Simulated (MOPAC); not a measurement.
MOPAC input (PM3):

```
PM3 1SCF UHF MS=0.5 GEO-OK AUX(PRECISION=9) THREADS=1
H4FOSi2

F     1.90424900 1   -0.74134600 1    0.38562900 1
Si    1.02145600 1    0.57823900 1    0.64948700 1
O    -0.35862200 1    0.46895000 1   -0.20227900 1
Si   -1.71574700 1   -0.36433400 1   -0.62799200 1
H     1.79961400 1    1.73074300 1    0.11043900 1
H    -1.37996700 1   -1.35429800 1   -1.67318300 1
H    -2.26899300 1   -1.05762900 1    0.55683300 1
H    -2.69983900 1    0.60701800 1   -1.14745000 1
```

From the output:

```
                                                       MOPAC v23.2.5 Linux

          FINAL HEAT OF FORMATION =       -153.98290 KCAL/MOL =    -644.26447 KJ/MOL

          COSMO AREA              =        132.94 SQUARE ANGSTROMS
          COSMO VOLUME            =        125.68 CUBIC ANGSTROMS

          IONIZATION POTENTIAL    =          7.343886 EV
          ALPHA SOMO LUMO (EV)    =         -7.344  0.780
          BETA  SOMO LUMO (EV)    =        -10.003 -1.019
          NO. OF ALPHA ELECTRONS  =         13
          NO. OF BETA  ELECTRONS  =         12
          MOLECULAR WEIGHT        =         95.2004         POINT GROUP:  C1

          MOLECULAR DIMENSIONS (Angstroms)

            Atom       Atom       Distance
            H     8    F     1     5.03647
            H     5    H     7     4.05952
           Si     2    H     6     2.43407

          SCF CALCULATIONS        =          1

   ATOM   CHEMICAL          X               Y               Z
  NUMBER   SYMBOL      (ANGSTROMS)     (ANGSTROMS)     (ANGSTROMS)

     1       F          1.90424900  *  -0.74134600  *   0.38562900  *
     2      Si          1.02145600  *   0.57823900  *   0.64948700  *
     3       O         -0.35862200  *   0.46895000  *  -0.20227900  *
     4      Si         -1.71574700  *  -0.36433400  *  -0.62799200  *
     5       H          1.79961400  *   1.73074300  *   0.11043900  *
     6       H         -1.37996700  *  -1.35429800  *  -1.67318300  *
     7       H         -2.26899300  *  -1.05762900  *   0.55683300  *
     8       H         -2.69983900  *   0.60701800  *  -1.14745000  *

                             CARTESIAN COORDINATES

   1    F        1.904249000    -0.741346000     0.385629000
   2   Si        1.021456000     0.578239000     0.649487000
   3    O       -0.358622000     0.468950000    -0.202279000
   4   Si       -1.715747000    -0.364334000    -0.627992000
   5    H        1.799614000     1.730743000     0.110439000
   6    H       -1.379967000    -1.354298000    -1.673183000
   7    H       -2.268993000    -1.057629000     0.556833000
   8    H       -2.699839000     0.607018000    -1.147450000

           Empirical Formula: H4 O F Si2  =     8 atoms

      MOLECULAR POINT GROUP   :   C1

          ALPHA EIGENVALUES
 -35.30553 -20.92494 -17.35968 -16.09072 -15.91439 -15.55927 -14.24504 -13.71300
 -13.43325 -11.49512 -10.46225 -10.08456  -7.34389   0.78024   1.20065   1.78484
   2.18585   2.58026   2.65608   3.11042

           BETA EIGENVALUES
 -35.26641 -20.81612 -17.28374 -15.98188 -15.72417 -15.28058 -14.01496 -13.43868
 -13.27542 -11.05048 -10.02083 -10.00281  -1.01874   0.91747   1.36288   2.20593
   2.53246   2.70441   3.05149   3.33920

              NET ATOMIC CHARGES AND DIPOLE CONTRIBUTIONS

  ATOM NO.   TYPE          CHARGE      No. of ELECS.   s-Pop       p-Pop
    1          F          -0.295068        7.2951     1.62243     5.67264
    2         Si           0.707336        3.2927     1.14258     2.15008
    3          O          -0.608689        6.6087     1.70580     4.90289
    4         Si           0.733576        3.2664     0.90136     2.36507
    5          H          -0.139230        1.1392     1.13923
    6          H          -0.135118        1.1351     1.13512
    7          H          -0.138998        1.1390     1.13900
    8          H          -0.123808        1.1238     1.12381
 DIPOLE           X         Y         Z       TOTAL
 POINT-CHG.    -1.413     0.427     1.361     2.008
 HYBRID         0.151    -0.278    -1.344     1.381
 SUM           -1.262     0.149     0.017     1.271

          ATOMIC ORBITAL ELECTRON POPULATIONS

     Atom    s        px        py        pz
    1  F   1.62243   1.89850   1.83745   1.93668
    2 Si   1.14258   0.61542   0.74344   0.79122
    3  O   1.70580   1.43123   1.76706   1.70459
    4 Si   0.90136   0.70928   0.80392   0.85187
    5  H   1.13923
    6  H   1.13512
    7  H   1.13900
    8  H   1.12381

                    (SZ)    =    0.500000
                    (S**2)  =    0.756403

          ATOMIC ORBITAL SPIN POPULATIONS

    Atom   Total    s     px     py     pz
         Atomic
    1  F  0.0379 -0.003  0.006 -0.004  0.039
    2 Si  0.7389  0.251  0.010 -0.004  0.482
    3  O  0.1134 -0.004 -0.007  0.000  0.124
    4 Si -0.0171 -0.003 -0.005 -0.004 -0.005
    5  H  0.1131  0.113
    6  H  0.0057  0.006
    7  H  0.0065  0.006
    8  H  0.0016  0.002

 **********************
 *                    *
 * JOB ENDED NORMALLY *
 *                    *
 **********************

 == MOPAC DONE ==
```

The geometry given is a B3LYP-D3(BJ)/def2-TZVP minimum.
